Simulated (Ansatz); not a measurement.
Start from `Cc1ccccc1N` and change one atom or group to get `Cc1ccccc1`.

Ansatz, PBE0-D4/def2-TZVP geometries, multiplicity 1. Each molecule was computed in one conformer, which needn't be the lowest.

```csv
property,`Cc1ccccc1N`
LUMO energy (ωB97M-V/def2-TZVPP) / eV,2.07
LUMO energy (PBE/def2-TZVPP) / eV,-0.79
HOMO energy (ωB97M-V/def2-TZVPP) / eV,-7.89
size of the dipole moment (PBE/def2-TZVPP) / D,1.83
HOMO energy (PBE/def2-TZVPP) / eV,-4.84
LUMO energy (PBE0/def2-TZVPP) / eV,0.10
```

(1) What does the change do to each property? (Estimate.)

Answers

(1) Ansatz gave: 
```json
{"property": "LUMO energy (ωB97M-V/def2-TZVPP) / eV", "`Cc1ccccc1`": "1.85", "shift": "-0.22"}
{"property": "LUMO energy (PBE/def2-TZVPP) / eV", "`Cc1ccccc1`": "-1.06", "shift": "-0.27"}
{"property": "HOMO energy (ωB97M-V/def2-TZVPP) / eV", "`Cc1ccccc1`": "-9.02", "shift": "-1.13"}
{"property": "size of the dipole moment (PBE/def2-TZVPP) / D", "`Cc1ccccc1`": "0.40", "shift": "-1.43"}
{"property": "HOMO energy (PBE/def2-TZVPP) / eV", "`Cc1ccccc1`": "-5.98", "shift": "-1.14"}
{"property": "LUMO energy (PBE0/def2-TZVPP) / eV", "`Cc1ccccc1`": "-0.15", "shift": "-0.25"}
```

With PBE0 the HOMO falls by 1.11 eV and the LUMO falls by 0.25 eV, so the gap widens by about 0.86 eV. PBE moves the HOMO by -1.14 eV and ωB97M-V by -1.13 eV. Dipoles are sizes alone; their direction can turn.
